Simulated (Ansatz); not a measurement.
```yaml
crystal:
  periodic: [false, false, false]
  atoms:
    - {symbol: Ge, position_ang: [1.068526, -1.078553, 0.392691]}
    - {symbol: Ge, position_ang: [-2.414480, -0.776760, 0.114013]}
    - {symbol: Ge, position_ang: [0.764256, 2.413739, 0.306083]}
    - {symbol: Te, position_ang: [-0.755308, -2.036828, -1.326440]}
    - {symbol: Te, position_ang: [2.068840, 0.840271, -1.192494]}
    - {symbol: Te, position_ang: [-0.731823, 0.638132, 1.706136]}
basis:
  gaussian: {orbitals: def2-SVP, fitting: {mean_field: cc-pVTZ-jkfit}}
total_charge: -2
hamiltonian: {xc: {name: wB97X-V}}
```

```sh
$ ansatz run in.yaml --threads 4 --pin off --events-out ev --progress --plain --max-ram 4787MiB
```

It prints (some lines left out):

```
Functional definition: wB97X-V
Error: [file] the basis set cc-pVTZ-JKFIT has no functions for Te
```

In the def2 sets Te takes a core potential; there is no spin–orbit coupling. A multiply charged anion in the gas phase is held together partly by the finite basis. The highest occupied level of an anion often lies above zero with these methods, and sets without diffuse functions describe the outer electron poorly.
